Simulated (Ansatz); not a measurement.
Calculated with Ansatz (gas phase, PBE0-D4/def2-TZVP geometries, no zero-point term in ΔE). CCSD(T)/CBS adds triple-zeta CCSD(T) − MP2 to the extrapolated MP2 energy (def2 sets, frozen cores). Functionals use def2-TZVPP. For Ge outer-core shells are correlated without core-valence functions, which leaves a few kJ/mol of doubt a bond. Scalar relativity is left out up to krypton. One conformer a species, not always the lowest.

`[SiH3][GeH2][SiH3]` + `BN[SiH2]Cl` → `BN([SiH3])[SiH2]Cl` + `[SiH3][GeH3]`  (cleavage of the Si–Ge bond)

```
             level  ΔE (kJ/mol)  difference from CCSD(T)/CBS
         revPBE-D4         -6.6                         11.3
          BHLYP-D4        -22.2                         -4.3
           ωB97M-V        -19.3                         -1.4
          PBE-QIDH        -14.3                          3.6
              BLYP         -4.6                         13.3
             BHLYP        -17.5                          0.4
RPA@PBE/def2-TZVPP        -21.5                         -3.6
     HF/def2-TZVPP        -26.2                         -8.3
     HF/def2-QZVPP        -28.4                        -10.5
      HF/CBS(def2)        -28.6                        -10.7
       CCSD(T)/CBS        -17.9                            0
```

Problem. What do rigid-rotor, harmonic-oscillator terms from PBE0-D4/def2-TZVP frequencies (298.15 K, 1 bar) make of the CCSD(T)/CBS value? (Estimate.)

Solution. The calculation gave: ΔZPE = -6.5 kJ/mol, ΔH = -25.3 kJ/mol, ΔS = -14 J/(mol·K), ΔG = -21.1 kJ/mol. Modes under 50 cm⁻¹ make the entropy rough.

Largest T1 diagnostic among the species: 0.012.

Leaving LDA and LC-ωPBE aside and taking each functional with its dispersion term where it has one, the values, not all of them listed here, spread over 20.4 kJ/mol, from BHLYP-D4 to PBE-D4. LDA lies −7.8 kJ/mol from PBE without D4. The D4 term adds −6.7 kJ/mol with B3LYP and −3.5 kJ/mol with PBE0; it sums over pairs of atoms, weighted by their polarisabilities, and B3LYP, whose exchange is more repulsive, gets the larger term.

B3LYP here is the variant with VWN-RPA as its local correlation; programs differ in this.
